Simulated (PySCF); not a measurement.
## How methods differ on the ionisation energy of Ag²⁺

Ag²⁺ [Kr] 4d9 (2D) → Ag³⁺ [Kr] 4d8 (3F), as a difference of total energies. All numbers are calculated (PySCF 2.14, scalar relativity by spin-free X2C-1e, in x2c-QZVPPall (13s8p7d4f2g, 118 functions)). Correlated levels: valence: [Kr] frozen. The calculations carry no spin-orbit coupling.

```tsv
method	ionisation energy (eV)
UHF	32.948
MP2 (valence)	34.898
SCS-MP2 (valence)	34.763
CCSD (valence)	34.623
CCSD(T) (valence)	34.713
```

A first-order spin-orbit estimate (lowest level to lowest level, LS coupling) adds -0.147 eV.

Errors of the correlated levels include the incompleteness of this basis and the frozen core.

Question: Which method comes closest to the reference value, and which is furthest?

Answer: The reference is 34.8 ± 0.3 eV (semi-empirical (NIST evaluation); NIST Atomic Spectra Database, ionization energies). Closest: MP2 (valence) (error -0.048 eV); furthest: UHF (error -1.999 eV), both after the spin-orbit estimate.
